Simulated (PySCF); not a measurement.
Sn: ionisation energy

Sn [Kr] 4d10 5s2 5p2 (3P) → Sn⁺ [Kr] 4d10 5s2 5p1 (2P), as a difference of total energies. All numbers are calculated (PySCF 2.14, scalar relativity through the core potential, in aug-cc-pVDZ-PP with ECP28MDF (5s4p3d, 32 functions)). Correlated levels: valence: 4s2 4p6 4d10 frozen. The calculations carry no spin-orbit coupling.

```json
{"method": "UHF", "ionisation energy (eV)": "6.858"}
{"method": "BP86", "ionisation energy (eV)": "7.385"}
{"method": "PBE0", "ionisation energy (eV)": "7.310"}
{"method": "MP2 (valence)", "ionisation energy (eV)": "7.087"}
{"method": "SCS-MP2 (valence)", "ionisation energy (eV)": "7.027"}
{"method": "CCSD (valence)", "ionisation energy (eV)": "7.117"}
{"method": "CCSD(T) (valence)", "ionisation energy (eV)": "7.127"}
```

Errors of the correlated levels include the incompleteness of this basis and the frozen core.

Which method comes closest to the reference value, and which is furthest?

The reference is 7.389 eV (measured; NIST levels, between the centres of gravity of the two terms). Closest: BP86 (error -0.004 eV); furthest: UHF (error -0.531 eV).
